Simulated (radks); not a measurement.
Species: As VII. Configuration: [Ar] 3d9. Method: scalar-relativistic Kohn-Sham, SCAN, spin-polarised, spherical densities, finite nucleus; open shells are filled with parallel spins first; meta-GGA in the generalised Kohn-Sham scheme; Fermi nuclear charge, rms radius 4.0968 fm; computed with a radial shooting solver on a logarithmic mesh with Libxc functionals.

Radial electron density D(r) = 4 pi r^2 rho(r):

r (bohr)  D(r) (e/bohr)   spin D(r)
0.006225          8.887   -0.000129
0.007075          10.77   -0.000156
0.008042          12.96   -0.000187
0.00914           15.46   -0.000223
0.01039           18.26   -0.000262
0.01181           21.32   -0.000305
0.01342           24.60   -0.000350
0.01525           27.98   -0.000395
0.01733           31.32   -0.000439
0.0197            34.45   -0.000477
0.02239           37.15   -0.000506
0.02545           39.20   -0.000519
0.02892           40.42   -0.000507
0.03287           40.67   -0.000452
0.03736           39.95   -0.000324
0.04246           38.43  -0.0000596
0.04826           36.44    0.000471
0.05485           34.50     0.00150
0.06234           33.23     0.00345
0.07085           33.17     0.00708
0.08053           34.63      0.0137
0.09153           37.54      0.0253
0.104             41.34      0.0449
0.1182            45.04      0.0771
0.1344            47.39       0.127
0.1527            47.37       0.202
0.1736            44.55       0.306
0.1973            39.39       0.447
0.2242            33.23       0.627
0.2548            27.85       0.843
0.2896            24.73        1.08
0.3292            24.45        1.31
0.3741            26.35        1.49
0.4252            28.90        1.61
0.4833            30.30        1.63
0.5493            29.34        1.54
0.6243            25.87        1.35
0.7096            20.68        1.09
0.8064            14.95       0.819
0.9166            9.757       0.562
1.042             5.753       0.351
1.184             3.047       0.198
1.346             1.440      0.0985
1.529            0.6031      0.0426
1.738            0.2205      0.0157
1.976           0.06896     0.00476
2.245           0.01797     0.00116
2.552          0.003783    0.000220
2.9           0.0006205   0.0000306

D(r) has 3 maxima, at r = 0.0318, 0.143, 0.491 bohr, and minima at 0.0670, 0.311 bohr, inside which lie 2.08, 10.96 electrons.
